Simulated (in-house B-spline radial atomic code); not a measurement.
Atomic self-consistent-field run: the molybdenum ion Mo⁵⁺ (an excited or competing configuration). Level of theory: Dirac-Hartree-Fock, average of the jj configuration, Fermi nucleus of rms radius 4.4091 fm; calculated with a B-spline radial code for spherical atoms.

In the input, a minus or plus after the letter marks the j = l - 1/2 or j = l + 1/2 subshell.

Command:
```bash
python run_scf.py task.json out
```
Settings (nuclear radius in fm, mass in u):
```
Z                42
configuration    1s2 2s2 2p6 3s2 3p6 3d10 4s2 4p-2 4p+3 4d+2
hamiltonian      dirac
method           hf
spin_polarised   False
nucleus          fermi
rms_radius       4.4091
atomic_mass      97.9054
speed_of_light   137.035999084
```

Output (hartree, bohr):
```
 radial grid: 67 intervals, B-splines of order 8, outer radius 18.2456 bohr

 iter        energy (Eh)    residual
    1       -4035.387590    5.37e-01
    2       -4039.991643    2.10e-01
    3       -4040.620878    5.04e-02
    4       -4040.675006    1.33e-02
    5       -4040.680258    7.69e-03
    6       -4040.681062    8.34e-04
    7       -4040.681072    9.03e-05
    8       -4040.681072    8.21e-06
    9       -4040.681072    6.08e-07
   10       -4040.681072    4.33e-08

 total energy                     -4040.68107
 kinetic                            4191.1123
 electron-nucleus                  -9672.9317
 electron-electron                  1441.1383

 first-order corrections (not in the total)
   Gaunt                             2.6920
   retardation                      -0.2667
   frequency dependence             -0.0168
   self-energy                       1.8097
   Uehling                          -0.2070
   Wichmann-Kroll                    0.0031
   recoil                            0.0160

 orbital      occ     eigenvalue          <r>       <r^2>       <1/r>     <1/r^2>     <1/r^3>       r_max    small
 1s1/2      2.000      -742.0667    0.0351558  0.00166788     43.5521     4004.67           -     0.02288  2.35e-02
 2s1/2      2.000      -109.8063     0.153041   0.0276789     9.93955     439.465           -      0.1295  4.84e-03
 2p1/2      2.000      -100.8748     0.130816   0.0210099     9.88014     141.558           -       0.101  4.81e-03
 2p3/2      4.000       -96.9363     0.135359   0.0223685     9.41174     120.745     2390.25      0.1048  4.65e-03
 3s1/2      2.000       -22.0175     0.425604    0.207418     3.41208     80.1654           -      0.3824  1.30e-03
 3p1/2      2.000       -18.5672     0.420862    0.206032     3.30362     25.5554           -      0.3705  1.24e-03
 3p3/2      4.000       -17.8852     0.431479    0.216477     3.19036     21.9313     401.877      0.3797  1.20e-03
 3d3/2      4.000       -11.8139     0.411476    0.203026     2.98975     11.3817     58.1236      0.3218  1.07e-03
 3d5/2      6.000       -11.7025     0.414461    0.205833     2.96361     11.1427     55.5952      0.3243  1.06e-03
 4s1/2      2.000        -5.2689       1.0786     1.30929     1.25322     13.7375           -      0.9772  2.93e-04
 4p1/2      2.000        -4.1319      1.15635     1.51478     1.15389     4.20599           -       1.033  2.57e-04
 4p3/2      3.000        -4.1015      1.17988     1.57694     1.12745     3.69443      60.482       1.055  2.51e-04
 4d5/2      2.000        -2.5075      1.44735      2.4091    0.894324     1.48021     5.85918       1.245  1.69e-04
```

Time taken, with all properties: 1.7 s on 1 thread of Intel(R) Xeon(R) Platinum 8175M CPU @ 2.50GHz, with other jobs on the host.

For the Dirac Hamiltonian the kinetic term is c α·p + (β - 1)c².
